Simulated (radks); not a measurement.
All-electron atom: La2+ in [Xe] 5d1.

Method: Dirac Kohn-Sham, PW91, spin-unpolarised, spherical densities, point nucleus; open shells are shared between the two j in proportion to 2j + 1; computed with a radial shooting solver on a logarithmic mesh with Libxc functionals.

Energy parts (Ry):
total: -16995.9706
kinetic: 18189.8097
electron-nucleus: -41297.3531
Hartree: 6520.9812
exchange-correlation: -409.4086

Orbitals (lengths in bohr, moments of r in powers of bohr; r(max) is where P^2 peaks):
orbital,occ.,eigenvalue (Ry),<r>,r(max),<1/r>
1s1/2,2,-2847.101,0.02507,0.01607,62.03
2s1/2,2,-453.8425,0.1070,0.09108,14.59
2p1/2,2,-428.0879,0.08990,0.06949,14.57
2p3/2,4,-397.7119,0.09600,0.07466,13.25
3s1/2,2,-97.80981,0.2848,0.2606,5.254
3p1/2,2,-86.95173,0.2747,0.2472,5.166
3p3/2,4,-81.03208,0.2867,0.2585,4.837
3d3/2,4,-62.00883,0.2577,0.2082,4.700
3d5/2,6,-60.74240,0.2615,0.2114,4.616
4s1/2,2,-20.49952,0.6541,0.6086,2.172
4p1/2,2,-16.50441,0.6745,0.6191,2.068
4p3/2,4,-15.24358,0.7015,0.6432,1.961
4d3/2,4,-8.69397,0.7619,0.6673,1.742
4d5/2,6,-8.47508,0.7715,0.6752,1.715
5s1/2,2,-3.78944,1.553,1.408,0.8554
5p1/2,2,-2.70040,1.736,1.540,0.7574
5p3/2,4,-2.51290,1.812,1.605,0.7205
5d3/2,0.4,-1.09401,2.575,2.118,0.5005
5d5/2,0.6,-1.07612,2.611,2.147,0.4930

The highest occupied level is 5d5/2 at -14.641 eV. The density falls to 0.001 e/bohr^3 at r = 3.92 bohr.
